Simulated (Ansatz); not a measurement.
Consider the redistribution: `[Cl][SnH3]` + `BO[SiH2]Br` → `[Cl][SnH2][Br]` + `BO[SiH3]`.

Isolated molecules relaxed with PBE0-D4/def2-TZVP in Ansatz; ΔE leaves out vibrations. CBS: MP2 limit from def2 TZ/QZ plus the TZ coupled-cluster correction, frozen cores. Functionals use def2-TZVPP. def2 core potentials past Kr. For Br, Sn outer-core shells are correlated without core-valence functions, which leaves a few kJ/mol of doubt a bond. Scalar relativity is left out up to krypton. One conformer a species, not always the lowest.

`[Cl][SnH3]`:

```xyz
5

Cl    2.012    0.207   -0.727
Sn   -0.173   -0.018    0.062
H    -0.228    0.825    1.538
H    -0.435   -1.687    0.251
H    -1.175    0.673   -1.124
```

`BO[SiH2]Br`:

Z-matrix (Å, degrees):
```
Si
O 1 1.647
Br 1 2.208 2 109.3
H 1 1.479 2 110.4 3 118.8
H 1 1.475 2 107.6 3 -117.4
B 2 1.353 1 130.6 3 -96.6
H 6 1.203 2 119.8 1 -1.7
H 6 1.197 2 117.9 1 178.7
```

`[Cl][SnH2][Br]`:

```xyz
5

Cl   -1.186   -0.390    1.824
Sn    0.213    0.047    0.027
Br   -1.156   -0.137   -2.013
H     1.390   -1.173   -0.010
H     0.739    1.654    0.171
```

`BO[SiH3]`:

Cartesian coordinates in Å:
```
B -0.413 1.377 0.614
O 0.495 0.416 0.359
Si 0.393 -1.033 -0.438
H -1.547 1.250 0.230
H -0.055 2.343 1.227
H -0.991 -1.247 -0.935
H 0.771 -2.105 0.513
H 1.348 -1.000 -1.571
```

```
         species  BHLYP-D4 energy (Eh)
    `[Cl][SnH3]`            -676.27002
    `BO[SiH2]Br`           -2966.25403
`[Cl][SnH2][Br]`           -3249.88180
      `BO[SiH3]`            -392.64539
```

(1) Work out ΔE.

(2) What do rigid-rotor, harmonic-oscillator terms from PBE0-D4/def2-TZVP frequencies (298.15 K, 1 bar) make of the CCSD(T)/CBS value? (Estimate.)

Largest T1 diagnostic among the species: 0.013.

Results:

(1) ΔE = (-3249.88180) + (-392.64539) − (-676.27002) − (-2966.25403) = -0.00314 Eh = -8.2 kJ/mol. CCSD(T)/CBS gives -7.2 kJ/mol.

(2) Ansatz gave: ΔZPE = +1.7 kJ/mol, ΔH = -5.0 kJ/mol, ΔS = 9 J/(mol·K), ΔG = -7.7 kJ/mol. Modes under 50 cm⁻¹ make the entropy rough.

Leaving LDA and LC-ωPBE aside and taking each functional with its dispersion term where it has one, the values, not all of them listed here, spread over 9.3 kJ/mol, from BLYP-D4 to B97M-V. LDA lies +7.5 kJ/mol from PBE without D4. In def2-TZVPP, CCSD(T) changes the Hartree–Fock value by +9.8 kJ/mol (the triples alone add +0.3 kJ/mol) and MP2 by +9.3 kJ/mol.
